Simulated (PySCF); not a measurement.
BrH₂InO₂, SMILES [OH][In]([OH])[Br].

Geometry optimised at B3LYP-D3(BJ)/def2-SVP. The structure was generated by enumeration; whether it is a known compound was not checked. The def2 effective core potentials stand for the cores of In; spin–orbit coupling is left out. One conformer was computed; it need not be the lowest.

These are PySCF with PBE/def2-TZVP values and carry that method's errors.

Symmetry labels are those of the subgroup Cs that the program uses (full group Cs).

Computed valence orbital energies around the gap with their symmetry:
```tsv
orbital	symmetry	energy (eV)
HOMO−7	A'	-11.35
HOMO−6	A'	-9.73
HOMO−5	A'	-8.23
HOMO−4	A'	-7.97
HOMO−3	A"	-7.78
HOMO−2	A"	-7.28
HOMO−1	A'	-7.23
HOMO	A"	-7.21
LUMO	A'	-3.38
LUMO+1	A"	-1.78
LUMO+2	A'	-0.43
LUMO+3	A'	-0.11
```
